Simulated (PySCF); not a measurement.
C₄H₁₀AlFO, singlet, at a GFN2-xTB geometry (such geometries of metal compounds can be far from the true shape); CASSCF(4,6)/STO-3G (PySCF).

PySCF was given this input:
```python
from pyscf import gto, scf, mcscf
import numpy

mol = gto.M(
    atom='''
Al    0.20193931   -0.31641500    0.55358104
F     0.29308257   -0.98802936    2.06581589
C     1.46936972   -0.93166460   -0.87103879
C     2.37780954   -2.06683045   -0.39756517
H     2.07791344   -0.08566477   -1.20516955
H     0.90286351   -1.24788853   -1.75203483
H     1.79219534   -2.94052625   -0.11927250
H     2.95226612   -1.76409128    0.47563725
H     3.07628731   -2.35796860   -1.18286349
O    -0.93067215    0.84638341    0.28713667
C    -1.83220304    1.81570600   -0.15902453
C    -1.81474799    1.92593372   -1.67788755
H    -2.83773015    1.54515278    0.18450646
H    -1.56041733    2.77924741    0.28827824
H    -2.08705852    0.97013128   -2.11956741
H    -2.51921242    2.68552699   -2.00616561
H    -0.81605381    2.19180503   -2.01624192
''',
    basis='sto-3g',
    verbose=4,
)

mf = scf.RHF(mol)
mf.kernel()
mc = mcscf.CASSCF(mf, 6, 4)
mc.fix_spin_(ss=0.0)
mc.kernel()
occ = numpy.linalg.eigvalsh(mc.fcisolver.make_rdm1(mc.ci, mc.ncas, mc.nelecas))[::-1]
ss = mc.fcisolver.spin_square(mc.ci, mc.ncas, mc.nelecas)[0]
print('natural occupations', occ.round(4), ' <S^2>', round(ss, 4))
```

Question: What does PySCF print? Leave out banner, timings and long lists.

Answer: 
```
PySCF version 2.14.0

[INPUT] verbose = 4
[INPUT] num. atoms = 17
[INPUT] num. electrons = 64
[INPUT] charge = 0
[INPUT] spin (= nelec alpha-beta = 2S) = 0
[INPUT] symmetry False subgroup None
[INPUT] Mole.unit = angstrom
[INPUT] Symbol           X                Y                Z      unit          X                Y                Z       unit  Magmom
[...]
nuclear repulsion = 363.921445796389
number of shells = 33
number of NR pGTOs = 147
number of NR cGTOs = 49
basis = sto-3g
ecp = {}

******** <class 'pyscf.scf.hf.RHF'> ********
method = RHF
initial guess = minao
damping factor = 0
level_shift factor = 0
DIIS = <class 'pyscf.scf.diis.CDIIS'>
diis_start_cycle = 1
diis_space = 8
diis_damp = 0
SCF conv_tol = 1e-09
SCF conv_tol_grad = None
SCF max_cycles = 50
direct_scf = True
direct_scf_tol = 1e-13
Set gradient conv threshold to 3.16228e-05
Initial guess from minao.
init E= -566.872997150894
[...]
cycle= 1 E= -566.278661919439  delta_E= 0.594  |g|= 0.602  |ddm|= 4.73
[...]
cycle= 2 E= -566.427326205926  delta_E= -0.149  |g|= 0.174  |ddm|= 1.16
[...]
cycle= 3 E= -566.438050756755  delta_E= -0.0107  |g|= 0.0403  |ddm|= 0.269
[...]
cycle= 4 E= -566.439022426712  delta_E= -0.000972  |g|= 0.00829  |ddm|= 0.0948
[...]
cycle= 5 E= -566.439068695099  delta_E= -4.63e-05  |g|= 0.00222  |ddm|= 0.0203
[...]
cycle= 6 E= -566.439073163501  delta_E= -4.47e-06  |g|= 0.000494  |ddm|= 0.0068
[...]
cycle= 7 E= -566.439073390808  delta_E= -2.27e-07  |g|= 0.000109  |ddm|= 0.00162
[...]
cycle= 8 E= -566.439073399544  delta_E= -8.74e-09  |g|= 2.71e-05  |ddm|= 0.000288
[...]
cycle= 9 E= -566.43907340013  delta_E= -5.86e-10  |g|= 3.77e-06  |ddm|= 8.27e-05
[...]
Extra cycle  E= -566.439073400143  delta_E= -1.25e-11  |g|= 1.33e-06  |ddm|= 7.41e-06
converged SCF energy = -566.439073400143

******** <class 'pyscf.mcscf.mc1step.CASSCF'> ********
CAS (2e+2e, 6o), ncore = 30, nvir = 13
max_cycle_macro = 50
max_cycle_micro = 4
conv_tol = 1e-07
conv_tol_grad = None
orbital rotation max_stepsize = 0.02
orbital rotation threshold for CI restart = 0.01
augmented hessian ah_max_cycle = 30
augmented hessian ah_conv_tol = 1e-12
augmented hessian ah_linear dependence = 1e-14
augmented hessian ah_level shift = 1e-08
augmented hessian ah_start_tol = 2.5
augmented hessian ah_start_cycle = 3
augmented hessian ah_grad_trust_region = 3
kf_trust_region = 3
kf_interval = 4
ci_response_space = 4
ci_grad_trust_region = 3
with_dep4 0
natorb = False
canonicalization = True
sorting_mo_energy = False
ao2mo_level = 2
internal_rotation = False
******** <class 'pyscf.fci.addons.SpinPenaltyFCISolver'> ********
max. cycles = 50
conv_tol = 1e-08
davidson only = True
linear dependence = 1e-12
level shift = 0.001
max iter space = 12
nroots = 1
pspace_size = 400
spin = None
CASCI E = -566.442621604695  S^2 = 0.0000000
Set conv_tol_grad to 0.000316228
macro iter   1 ( 21 JK    4 micro), CASSCF E = -566.448227001830  dE = -5.60539714e-03  S^2 = 0.0000000
               |grad[o]|=0.00845  |grad[c]|=0.0223  |ddm|=0.0671  |maxRot[o]|=0.241
macro iter   2 ( 21 JK    4 micro), CASSCF E = -566.452802644933  dE = -4.57564310e-03  S^2 = 0.0000000
               |grad[o]|=0.0125  |grad[c]|=0.0169  |ddm|=0.00717  |maxRot[o]|=0.159
macro iter   3 ( 21 JK    4 micro), CASSCF E = -566.454952821198  dE = -2.15017626e-03  S^2 = 0.0000000
               |grad[o]|=0.0107  |grad[c]|=0.0053  |ddm|=0.00878  |maxRot[o]|= 0.09
macro iter   4 ( 21 JK    4 micro), CASSCF E = -566.455564798034  dE = -6.11976836e-04  S^2 = 0.0000000
               |grad[o]|=0.00801  |grad[c]|=0.00876  |ddm|=0.0076  |maxRot[o]|=0.0358
macro iter   5 ( 21 JK    4 micro), CASSCF E = -566.455888254983  dE = -3.23456949e-04  S^2 = 0.0000000
               |grad[o]|=0.00694  |grad[c]|=0.00943  |ddm|=0.00914  |maxRot[o]|=0.0214
macro iter   6 ( 21 JK    4 micro), CASSCF E = -566.456085278538  dE = -1.97023555e-04  S^2 = 0.0000000
               |grad[o]|=0.00628  |grad[c]|= 0.01  |ddm|=0.0101  |maxRot[o]|=0.014
[...]
               |grad[o]|=0.00659  |grad[c]|=0.0227  |ddm|=0.0125  |maxRot[o]|=0.0116
macro iter  33 ( 21 JK    4 micro), CASSCF E = -566.457744856061  dE =  4.03143201e-06  S^2 = 0.0000000
               |grad[o]|=0.00658  |grad[c]|=0.0227  |ddm|=0.0123  |maxRot[o]|=0.0111
macro iter  34 ( 21 JK    4 micro), CASSCF E = -566.459521121629  dE = -1.77626557e-03  S^2 = 0.0000000
               |grad[o]|=0.00658  |grad[c]|=0.0129  |ddm|=0.00944  |maxRot[o]|=0.0956
macro iter  35 ( 21 JK    4 micro), CASSCF E = -566.461536615617  dE = -2.01549399e-03  S^2 = 0.0000000
               |grad[o]|=0.0081  |grad[c]|=0.0118  |ddm|=0.00475  |maxRot[o]|=0.0873
macro iter  36 ( 21 JK    4 micro), CASSCF E = -566.464649523495  dE = -3.11290788e-03  S^2 = 0.0000000
               |grad[o]|=0.00955  |grad[c]|=0.0167  |ddm|=0.00709  |maxRot[o]|=0.119
macro iter  37 ( 21 JK    4 micro), CASSCF E = -566.464530605391  dE =  1.18918103e-04  S^2 = 0.0000000
               |grad[o]|=0.00984  |grad[c]|=0.017  |ddm|=0.00686  |maxRot[o]|=0.0333
macro iter  38 ( 21 JK    4 micro), CASSCF E = -566.465616902380  dE = -1.08629699e-03  S^2 = 0.0000000
               |grad[o]|=0.00964  |grad[c]|=0.00745  |ddm|=0.00477  |maxRot[o]|=0.0434
macro iter  39 ( 17 JK    4 micro), CASSCF E = -566.466283907573  dE = -6.67005193e-04  S^2 = 0.0000000
               |grad[o]|=0.00906  |grad[c]|=0.00619  |ddm|=0.00209  |maxRot[o]|=0.0768
macro iter  40 ( 21 JK    4 micro), CASSCF E = -566.466161610207  dE =  1.22297366e-04  S^2 = 0.0000000
               |grad[o]|=0.0086  |grad[c]|=0.0127  |ddm|=0.00516  |maxRot[o]|=0.0179
macro iter  41 ( 21 JK    4 micro), CASSCF E = -566.467038779074  dE = -8.77168866e-04  S^2 = 0.0000000
               |grad[o]|=0.00864  |grad[c]|=0.00681  |ddm|=0.00436  |maxRot[o]|=0.0311
macro iter  42 ( 17 JK    4 micro), CASSCF E = -566.468293555860  dE = -1.25477679e-03  S^2 = 0.0000000
               |grad[o]|=0.00798  |grad[c]|=0.00736  |ddm|=0.00458  |maxRot[o]|=0.0733
macro iter  43 ( 21 JK    4 micro), CASSCF E = -566.468233800814  dE =  5.97550456e-05  S^2 = 0.0000000
               |grad[o]|=0.00683  |grad[c]|=0.0117  |ddm|=0.00473  |maxRot[o]|=0.0227
macro iter  44 ( 21 JK    4 micro), CASSCF E = -566.468790461114  dE = -5.56660299e-04  S^2 = 0.0000000
               |grad[o]|=0.00694  |grad[c]|=0.00477  |ddm|=0.00289  |maxRot[o]|=0.0235
macro iter  45 ( 12 JK    3 micro), CASSCF E = -566.468869528591  dE = -7.90674769e-05  S^2 = 0.0000000
               |grad[o]|=0.00625  |grad[c]|=0.000728  |ddm|=0.000375  |maxRot[o]|=0.00493
macro iter  46 ( 21 JK    4 micro), CASSCF E = -566.468827871035  dE =  4.16575558e-05  S^2 = 0.0000000
               |grad[o]|=0.00614  |grad[c]|=0.0122  |ddm|=0.00485  |maxRot[o]|=0.0148
macro iter  47 ( 16 JK    4 micro), CASSCF E = -566.469377087863  dE = -5.49216828e-04  S^2 = 0.0000000
               |grad[o]|=0.00629  |grad[c]|=0.00235  |ddm|=0.00132  |maxRot[o]|=0.0229
macro iter  48 ( 21 JK    4 micro), CASSCF E = -566.469386526948  dE = -9.43908515e-06  S^2 = 0.0000000
               |grad[o]|=0.00544  |grad[c]|=0.00699  |ddm|=0.00251  |maxRot[o]|=0.00494
macro iter  49 ( 21 JK    4 micro), CASSCF E = -566.469354264168  dE =  3.22627801e-05  S^2 = 0.0000000
               |grad[o]|=0.00541  |grad[c]|=0.0125  |ddm|=0.00475  |maxRot[o]|=0.024
macro iter  50 ( 21 JK    4 micro), CASSCF E = -566.470020829034  dE = -6.66564866e-04  S^2 = 0.0000000
               |grad[o]|=0.00558  |grad[c]|=0.00256  |ddm|=0.000956  |maxRot[o]|=0.0321
1-step CASSCF not converged,  50 macro (1028 JK 199 micro) steps
CASSCF canonicalization
Density matrix diagonal elements [1.98185625 1.9750616  0.00349891 0.02186726 0.01071953 0.00699645]
CASSCF energy = -566.470020829034
CASCI E = -566.470020829034  E(CI) = -4.11534061619500  S^2 = 0.0000000
natural occupations [1.9823e+00 1.9752e+00 2.3400e-02 1.7600e-02 1.0000e-03 6.0000e-04]  <S^2> 0.0
```

The run did not converge; its last values are not results.
